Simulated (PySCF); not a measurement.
# Working out the ionisation energy of Cl⁺

Cl⁺ [Ne] 3s2 3p4 (3P) → Cl²⁺ [Ne] 3s2 3p3 (4S). Calculation: PySCF 2.14, in def2-TZVP; no relativity, point nucleus. Frozen: [Ne]. Energies in hartree (1 hartree = 27.21139 eV):

| part | Cl⁺ (lower) | Cl²⁺ (upper) |
| --- | --- | --- |
| UHF | -459.044148 | -458.214273 |
| CCSD correlation | -0.146511 | -0.114839 |
| (T) | -0.004332 | -0.003260 |

Q: What does Hartree-Fock give?

A: (-458.214273) − (-459.044148) = 0.829875 hartree = 22.582 eV.

Q: What do CCSD and CCSD(T) give?

A: The CCSD correlation energies differ by 0.031672 hartree = 0.862 eV and the triples by 0.001072 hartree = 0.029 eV, so CCSD gives 23.444 eV and CCSD(T) 23.473 eV.

Measured between the centres of the two terms (NIST): 23.771 eV, so CCSD(T) (valence) is off by -0.298 eV.

What remains against the reference includes basis incompleteness, the frozen core and higher excitations.
